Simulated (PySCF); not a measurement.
Distorted geometries of TlI3

TlI3 (singlet). PySCF 2.14.0, RKS BP86, Tl def2-SVP with ECP60, I def2-SVP with ECP28; non-relativistic Hamiltonian with scalar-relativistic core potentials where named; density fitting; no spin-orbit coupling. Relaxed geometry:

```xyz
4

Tl    0.0899    0.0000    0.0000
I    -1.2910    0.0000    2.3962
I    -1.2910    0.0000   -2.3962
I     2.8577    0.0000    0.0000
```

Question: Order these distorted geometries by energy above the relaxed one, lowest first.
A.
```xyz
4

Tl    0.0711    0.0590    0.0126
I    -1.3564   -0.0414    2.3319
I    -1.2601   -0.1186   -2.3627
I     2.9112    0.1010    0.0181
```
B.
```xyz
4

Tl    0.0069   -0.1607    0.0651
I    -1.3964    0.0741    2.4152
I    -1.1840   -0.0350   -2.5811
I     2.9392    0.1217    0.1007
```
C.
```xyz
4

Tl    0.0719    0.0997   -0.0732
I    -1.2119   -0.0010    2.3606
I    -1.2303    0.0337   -2.3737
I     2.7360   -0.1323    0.0862
```

Answer: A (0.04 eV), C (0.12 eV), B (0.18 eV).

Question: Which forces (eV/Å) act in the one that lies 0.04 eV up?

Answer: 
```
Tl   0.74 -0.10 -0.01
I   -0.14  0.05  0.31
I   -0.13  0.04 -0.32
I   -0.47  0.02  0.01
```
Forces carry noise of the integration grid, about 0.01 to 0.03 eV/Å.
